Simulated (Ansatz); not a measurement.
Ansatz (an electronic-structure program) input (B3LYP-D3(BJ)/def2-TZVP):

Ansatz 0.2 input:
```yaml
crystal:
  periodic: [false, false, false]
  atoms:
    - {symbol: Si, position_ang: [0.28113023, -0.21772139, 0.37791859]}
    - {symbol: O, position_ang: [0.97574985, -0.05763724, -1.00385569]}
    - {symbol: F, position_ang: [-1.30464689, 0.38991083, 0.30444279]}
basis:
  gaussian:
    orbitals: def2-TZVP
hamiltonian:
  xc: b3lyp
  dispersion: d3bj
total_charge: -1
phonons: {temperatures: {t_min: 298.15, t_max: 298.15, t_step: 100}}
```

Output:

```
Functional definition: B3LYP
integrals: 0.02 GiB planned
568 factors; their error is unknown
mean field: 0.24 GiB planned
mean field evaluation 1: about -12644.3205 eV, gradient 4.2e1 eV
mean field evaluation 2: about -12615.9553 eV, gradient 1.3e2 eV
mean field evaluation 4: about -12647.4888 eV, gradient 7.3e0 eV
mean field evaluation 8: about -12647.5996 eV, gradient 1.0e-1 eV
mean field evaluation 16: about -12647.5996 eV, gradient 1.7e-5 eV
mean field -12647.59961790 eV, -464.7907131070 hartree, gradient 1.7e-5 eV, S^2 0.000000; 0 other end points of the search recorded, 0 dependent functions left out
the calculation of the forces begins
reference -12647.59980157 eV, -464.7907198566 hartree; 16, 16 occupied and 83, 83 virtual orbitals, 568 factors
these checks for a lower state are left out or cut short: stability, starts, cluster_reference, orbital_swaps, neighbouring_geometries, increment
integrals: 0.02 GiB planned
568 factors; their error is unknown
mean field: 0.24 GiB planned
mean field -12647.59954304 eV, -464.7907103560 hartree, gradient 1.0e-6 eV, S^2 0.000000; 0 other end points of the search recorded, 0 dependent functions left out
the calculation of the forces begins
reference -12647.59972671 eV, -464.7907171057 hartree; 16, 16 occupied and 83, 83 virtual orbitals, 568 factors
these checks for a lower state are left out or cut short: stability, starts, cluster_reference, orbital_swaps, neighbouring_geometries, increment
integrals: 0.02 GiB planned
568 factors; their error is unknown
mean field: 0.24 GiB planned
mean field evaluation 32: about -12647.5995 eV, gradient 1.0e-6 eV
mean field -12647.59954077 eV, -464.7907102723 hartree, gradient 1.0e-6 eV, S^2 0.000000; 0 other end points of the search recorded, 0 dependent functions left out
the calculation of the forces begins
reference -12647.59972443 eV, -464.7907170218 hartree; 16, 16 occupied and 83, 83 virtual orbitals, 568 factors
these checks for a lower state are left out or cut short: stability, starts, cluster_reference, orbital_swaps, neighbouring_geometries, increment
integrals: 0.02 GiB planned
568 factors; their error is unknown
mean field: 0.24 GiB planned
mean field -12647.59955085 eV, -464.7907106430 hartree, gradient 1.0e-6 eV, S^2 0.000000; 0 other end points of the search recorded, 0 dependent functions left out
the calculation of the forces begins
reference -12647.59973447 eV, -464.7907173909 hartree; 16, 16 occupied and 83, 83 virtual orbitals, 568 factors
these checks for a lower state are left out or cut short: stability, starts, cluster_reference, orbital_swaps, neighbouring_geometries, increment
integrals: 0.02 GiB planned
568 factors; their error is unknown
mean field: 0.24 GiB planned
mean field -12647.59955122 eV, -464.7907106565 hartree, gradient 1.0e-6 eV, S^2 0.000000; 0 other end points of the search recorded, 0 dependent functions left out
the calculation of the forces begins
reference -12647.59973494 eV, -464.7907174079 hartree; 16, 16 occupied and 83, 83 virtual orbitals, 568 factors
these checks for a lower state are left out or cut short: stability, starts, cluster_reference, orbital_swaps, neighbouring_geometries, increment
integrals: 0.02 GiB planned
568 factors; their error is unknown
mean field: 0.24 GiB planned
mean field -12647.59959674 eV, -464.7907123291 hartree, gradient 2.8e-6 eV, S^2 0.000000; 0 other end points of the search recorded, 0 dependent functions left out
the calculation of the forces begins
reference -12647.59978039 eV, -464.7907190783 hartree; 16, 16 occupied and 83, 83 virtual orbitals, 568 factors
these checks for a lower state are left out or cut short: stability, starts, cluster_reference, orbital_swaps, neighbouring_geometries, increment
integrals: 0.02 GiB planned
568 factors; their error is unknown
mean field: 0.24 GiB planned
mean field -12647.59957959 eV, -464.7907116991 hartree, gradient 1.0e-6 eV, S^2 0.000000; 0 other end points of the search recorded, 0 dependent functions left out
the calculation of the forces begins
reference -12647.59976327 eV, -464.7907184492 hartree; 16, 16 occupied and 83, 83 virtual orbitals, 568 factors
these checks for a lower state are left out or cut short: stability, starts, cluster_reference, orbital_swaps, neighbouring_geometries, increment
integrals: 0.02 GiB planned
568 factors; their error is unknown
mean field: 0.24 GiB planned
mean field evaluation 64: about -12647.5618 eV, gradient 6.5e-5 eV
mean field -12647.59955951 eV, -464.7907109612 hartree, gradient 1.0e-6 eV, S^2 0.000000; 0 other end points of the search recorded, 0 dependent functions left out
the calculation of the forces begins
reference -12647.59974321 eV, -464.7907177120 hartree; 16, 16 occupied and 83, 83 virtual orbitals, 568 factors
these checks for a lower state are left out or cut short: stability, starts, cluster_reference, orbital_swaps, neighbouring_geometries, increment
integrals: 0.02 GiB planned
568 factors; their error is unknown
mean field: 0.24 GiB planned
mean field -12647.59955200 eV, -464.7907106852 hartree, gradient 2.0e-6 eV, S^2 0.000000; 0 other end points of the search recorded, 0 dependent functions left out
the calculation of the forces begins
reference -12647.59973564 eV, -464.7907174338 hartree; 16, 16 occupied and 83, 83 virtual orbitals, 568 factors
these checks for a lower state are left out or cut short: stability, starts, cluster_reference, orbital_swaps, neighbouring_geometries, increment
integrals: 0.02 GiB planned
568 factors; their error is unknown
mean field: 0.24 GiB planned
mean field -12647.59955571 eV, -464.7907108215 hartree, gradient 1.4e-6 eV, S^2 0.000000; 0 other end points of the search recorded, 0 dependent functions left out
the calculation of the forces begins
reference -12647.59973939 eV, -464.7907175716 hartree; 16, 16 occupied and 83, 83 virtual orbitals, 568 factors
these checks for a lower state are left out or cut short: stability, starts, cluster_reference, orbital_swaps, neighbouring_geometries, increment
integrals: 0.02 GiB planned
568 factors; their error is unknown
mean field: 0.24 GiB planned
mean field -12647.59957513 eV, -464.7907115351 hartree, gradient 1.4e-6 eV, S^2 0.000000; 0 other end points of the search recorded, 0 dependent functions left out
the calculation of the forces begins
reference -12647.59975879 eV, -464.7907182844 hartree; 16, 16 occupied and 83, 83 virtual orbitals, 568 factors
these checks for a lower state are left out or cut short: stability, starts, cluster_reference, orbital_swaps, neighbouring_geometries, increment
integrals: 0.02 GiB planned
568 factors; their error is unknown
mean field: 0.24 GiB planned
mean field evaluation 96: about -12647.5996 eV, gradient 1.8e-6 eV
mean field -12647.59961097 eV, -464.7907128522 hartree, gradient 1.5e-6 eV, S^2 0.000000; 0 other end points of the search recorded, 0 dependent functions left out
the calculation of the forces begins
reference -12647.59979465 eV, -464.7907196025 hartree; 16, 16 occupied and 83, 83 virtual orbitals, 568 factors
these checks for a lower state are left out or cut short: stability, starts, cluster_reference, orbital_swaps, neighbouring_geometries, increment
integrals: 0.02 GiB planned
568 factors; their error is unknown
mean field: 0.24 GiB planned
mean field -12647.59961809 eV, -464.7907131138 hartree, gradient 1.0e-6 eV, S^2 0.000000; 0 other end points of the search recorded, 0 dependent functions left out
the calculation of the forces begins
reference -12647.59980174 eV, -464.7907198628 hartree; 16, 16 occupied and 83, 83 virtual orbitals, 568 factors
Total energy: -12647.66343655 eV, -464.7930583989 hartree
Atom 0 at     0.281130    -0.217721     0.377919 Å, force     0.000103     0.000054    -0.000304 eV/Å
Atom 1 at     0.975750    -0.057637    -1.003856 Å, force    -0.000106    -0.000044     0.000275 eV/Å
Atom 2 at    -1.304647     0.389911     0.304443 Å, force     0.000002    -0.000010     0.000029 eV/Å
Dipole moment:    -0.310106     0.034621     0.264957 e Å
Vibrations: 340.10 635.64 1113.30 cm⁻¹, zero-point energy 0.129504 eV
```
